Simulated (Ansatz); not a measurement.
System: CH3Si (charge 0, doublet). It need not be the lowest isomer of its formula. SMILES: C[Si]
Structure (B3LYP-D3(BJ)/def2-TZVP (Ansatz, an electronic-structure program) minimum search):
```
C
H 1 1.0932
H 1 1.0932 2 109.47
H 1 1.1026 2 106.58 3 -114.91
Si 1 1.8983 2 114.66 4 -114.60
```
Charge 0, spin multiplicity 2.

Atomisation energy built up term by term with Ansatz (kcal/mol; UHF references for open shells; valence terms freeze the core; atomic spin-orbit terms are left out). CBS marks a two-point X^-3 extrapolation of the correlation energy; Hartree-Fock from the larger set.

```csv
term,basis,kcal/mol
Hartree-Fock,cc-pV(Q+d)Z,284.98
CCSD correlation,"CBS(cc-pV(T+d)Z,cc-pV(Q+d)Z)",88.55
(T),"CBS(cc-pV(T+d)Z,cc-pV(Q+d)Z)",4.71
CCSDT - CCSD(T),cc-pV(D+d)Z,0.08
core correlation,cc-pwCVTZ,1.24
scalar relativity (X2C),cc-pVTZ-DK against cc-pVTZ,-0.32
sum: De,,379.2
```

(T) makes 1.2 % of the CCSD(T) atomisation energy; under 5 % is typical of single-reference molecules.
